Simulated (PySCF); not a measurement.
Radial density of V (vanadium, neutral)

TPSS, [Ar] 3d5, high-spin 6S determinant (an excited configuration). Computed with PySCF 2.14 in def2-TZVPPD (6s6p4d2f1g, 67 functions), with no relativity, point nucleus.

| r (bohr) | 4πr²ρ (e/bohr) | 4πr²(ρα − ρβ) |
| --- | --- | --- |
| 0.000940 | 0.08666 | 0.0000 |
| 0.00158 | 0.2388 | 0.0000 |
| 0.00266 | 0.6413 | 0.0000 |
| 0.00447 | 1.671 | -0.0001 |
| 0.00752 | 4.108 | -0.0002 |
| 0.0127 | 9.195 | -0.0004 |
| 0.0213 | 17.54 | -0.0008 |
| 0.0358 | 25.82 | -0.0010 |
| 0.0602 | 25.91 | -0.0010 |
| 0.101 | 20.56 | 0.0018 |
| 0.170 | 27.01 | 0.0484 |
| 0.287 | 25.16 | 0.3490 |
| 0.482 | 9.577 | 1.3397 |
| 0.811 | 11.92 | 2.5041 |
| 1.36 | 6.254 | 2.1496 |
| 2.29 | 1.307 | 1.0348 |
| 3.86 | 0.3488 | 0.3470 |
| 6.49 | 0.04084 | 0.0408 |
| 10.9 | 3.881e-05 | 0.0000 |
